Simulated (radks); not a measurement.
Species: Ni III. Configuration: [Ar] 3d8.

All-electron calculation, scalar-relativistic Kohn-Sham, r2SCAN, spin-polarised, spherical densities, finite nucleus; open shells are filled with parallel spins first; meta-GGA in the generalised Kohn-Sham scheme; Fermi nuclear charge, rms radius 3.7757 fm. Program: a radial shooting solver on a logarithmic mesh with Libxc functionals.

Energy parts (eV):
total: -41356.810
kinetic: 41933.031
electron-nucleus: -98761.236
Hartree: 17188.728
exchange-correlation: -1717.333

Orbitals (lengths in bohr, moments of r in powers of bohr):
| orbital | occ. | eigenvalue (eV) | <1/r> |
|---|---|---|---|
| 1s up | 1 | -8258.324 | 28.09 |
| 1s down | 1 | -8258.334 | 28.09 |
| 2s up | 1 | -1011.723 | 6.085 |
| 2s down | 1 | -1010.271 | 6.091 |
| 2p up | 3 | -871.3523 | 5.956 |
| 2p down | 3 | -870.2537 | 5.961 |
| 3s up | 1 | -135.7303 | 1.917 |
| 3s down | 1 | -132.7823 | 1.910 |
| 3p up | 3 | -94.5823 | 1.768 |
| 3p down | 3 | -91.6617 | 1.760 |
| 3d up | 5 | -29.6206 | 1.398 |
| 3d down | 3 | -26.9046 | 1.372 |

The highest occupied level is 3d down at -26.905 eV. The density falls to 0.001 e/bohr^3 at r = 2.95 bohr. The spin density at the nucleus is -0.467 e/bohr^3 (1s 0.010, 2s -1.622, 3s 1.146).
